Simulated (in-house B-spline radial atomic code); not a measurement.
# The lanthanum ion La⁵⁺: [Kr] (4d3/2)3 (4d5/2)6 5s1 5p6 (with a hole in an inner shell)

All numbers are computed (Dirac-Hartree-Fock, average of the jj configuration; Fermi nucleus of rms radius 4.855 fm) with a radial B-spline atomic code at the basis-set limit, not measured.

Effective charges: Z_r = [3n² - l(l+1)]/(2<r>) from the radius, Z_e = n√(-2ε) from the energy, and Slater's rules. Values are occupation-weighted means over j. An effective charge above Z reflects the relativistic contraction of the inner shells.

```
shell  electrons   ε (eV)  <r> (bohr)    Z_r    Z_e  Slater
   1s          2   -39223     0.02506  59.85  53.69   56.70
   2s          2  -6408.3      0.1069  56.15  43.41   52.85
   2p          6  -5755.2     0.09404  53.17  41.13   52.85
   3s          2  -1469.4      0.2835  47.62  31.18   45.75
   3p          6  -1254.7      0.2815  44.41  28.81   45.75
   3d         10  -940.28      0.2591  40.52  24.94   35.85
   4s          2  -365.84      0.6503  36.91  20.74   29.25
   4p          6   -292.2      0.6849  33.58  18.54   29.25
   4d          9  -181.89      0.7539  27.86  14.63   18.20
   5s          1  -103.12       1.473  25.46  13.77   12.45
   5p          6  -77.921       1.639  22.27  11.97   12.45
```

The least bound orbital is 5p3/2 at -76.85 eV, and it is also the most diffuse (<r> = 1.656 bohr). The part-filled 4d shell lies below the filled 5p shell in orbital energy.

For the 1s electron the small component carries 4.44 % of the norm, the zero-frequency Breit interaction raises the level by 103.6 eV, self-energy by 60.23 eV, and vacuum polarisation lowers it by 8.836 eV.
